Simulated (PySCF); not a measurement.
**C₆ coefficients of unlike pairs at B97-3**

Calculated with PySCF 2.14 from the dipole response of each species, C₆(A,B) = (3/π) ∫ α_A(iu) α_B(iu) du, in atomic units, from isotropic polarisabilities. For ions this is the dispersion term alone; charge-induced terms of lower order in 1/R come first.

| species | configuration | basis | relativity | α (bohr³) | C₆ (like pair) |
| --- | --- | --- | --- | --- | --- |
| O⁺ | [He] 2s2 2p3 (4S) | dyall-acv3z (15s9p4d2f) | none | 2.570 | 4.996 |
| Ta⁺ | [Xe] 4f14 5d3 6s1 (5F) | aug-cc-pwCVTZ-PP with ECP60MDF (8s8p7d4f3g) | core potential | 44.00 | 382.8 |
| Fe²⁺ | [Ar] 3d6 (5D) | aug-cc-pwCVTZ-DK (10s9p7d4f3g) | spin-free X2C | 3.753 | 10.91 |
| C | [He] 2s2 2p2 (3P) | dyall-av2z (11s7p2d) | none | 11.82 | 47.17 |

(1) Estimate C₆ for C with Fe²⁺.

No spin-orbit coupling is included.

The other pairs:

| pair | C₆ |
| --- | --- |
| C, O⁺ | 14.26 |
| Ta⁺, O⁺ | 37.91 |
| Fe²⁺, O⁺ | 7.350 |
| C, Ta⁺ | 131.5 |
| Fe²⁺, Ta⁺ | 55.00 |

Answers

(1) The integral gives 20.62. The combination rule 2 C_A C_B / (C_A α_B/α_A + C_B α_A/α_B) gives 20.86 and the geometric mean 22.69.
